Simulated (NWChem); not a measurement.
# GeSiH₃F₃; SMILES F[Si](F)(F)[GeH3]

```xyz
8

F      1.4850     1.4760     0.1384
Si    -0.0001     0.8765     0.0002
F     -0.8624     1.4778     1.2163
F     -0.6222     1.4758    -1.3555
Ge    -0.0007    -1.4804     0.0019
H      0.6042    -1.9792     1.3212
H      0.8389    -1.9810    -1.1812
H     -1.4456    -1.9799    -0.1332
```
Atoms are numbered in this order, from 1.

Computed with NWChem. The geometry was optimised at PBE0/def2-SVP. Static field.

**Question.** What does the run give for PBE/def2-SVPD? Quantities: isotropic polarisability (bohr³); anisotropy (bohr³).

**Answer.** 
```json
{
  "isotropic polarisability (bohr³)": "59.3",
  "anisotropy (bohr³)": "13.8"
}
```
